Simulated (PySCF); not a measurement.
Dipole response of Rh²⁺ (rhodium, charge +2)

[Kr] 4d6 5s1, high-spin 6D determinant (an excited configuration). All numbers are calculated (PySCF 2.14, a scalar-relativistic core potential, in aug-cc-pwCVTZ-PP with ECP28MDF (8s8p7d4f3g, 122 functions)). Coupled (time-dependent) response in atomic units; α is the mean over directions.

```tsv
method	mean α (bohr³)	α xx, yy, zz	C₆ (like pair)	S(−4)
UHF	24.01	23.24, 23.24, 25.56	132.9	426.3
PBE	17.92	17.71, 17.71, 18.34	99.80	190.2
```

S(−4) is the Cauchy moment in α(ω) = α(0) + S(−4) ω² + …

Spin-orbit coupling is absent.

α(iu) at UHF:

```csv
u (hartree),α(iu) (bohr³)
0,24.01
0.0500,23.00
0.100,20.53
0.200,14.95
0.300,11.04
0.500,7.087
0.750,4.928
1.00,3.772
1.50,2.493
2.00,1.779
3.00,1.024
5.00,0.4509
```

A single London oscillator, α(iu) = α/(1 + u²/ω²), gives C₆ = (3/4) ω α². Matching the computed C₆ needs ω = 4 × 132.9 / (3 × 24.01²) = 0.307 hartree.

For an ion, C₆ is the dispersion term alone; charge-induced terms of lower order in 1/R come first.

The components differ because the open shell of this determinant is not spherical; for a pure term their mean is the scalar polarisability.

Energies and moments cover only the electrons outside the core potential.
